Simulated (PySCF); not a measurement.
**Basis-set dependence of AsF at MP2**

PySCF, UHF reference; triplet, unpaired electrons π ↑↑; De to As + F without counterpoise correction. Frozen cores follow the default of each basis and core potential.

```json
{"basis": "def2-SVP", "relativity": "no relativity", "functions": "46", "Re (Å)": "1.755", "ωe (cm⁻¹)": "703", "De (eV)": "3.67", "frozen orbitals": "10"}
{"basis": "def2-TZVPP", "relativity": "no relativity", "functions": "79", "Re (Å)": "1.743", "ωe (cm⁻¹)": "696", "De (eV)": "4.16", "frozen orbitals": "10"}
{"basis": "def2-TZVPPD", "relativity": "no relativity", "functions": "94", "Re (Å)": "1.747", "ωe (cm⁻¹)": "687", "De (eV)": "4.24", "frozen orbitals": "10"}
```

How does each smaller set differ from the one with most functions, def2-TZVPPD?

def2-SVP: +0.8 pm, +2.3 % in ωe, -0.57 eV in De; def2-TZVPP: -0.4 pm, +1.3 % in ωe, -0.08 eV in De. All at MP2; the set with most functions is neither the basis-set limit nor always the best.

Correlated steps freeze 10 core orbitals. Correlated levels converge slowly with the basis: in double zeta they bind strong bonds too weakly, by up to about 1 eV, and carry superposition errors of some tenths. Spin–orbit coupling is left out. The state was picked by a PBE0 search and need not be the measured ground state.
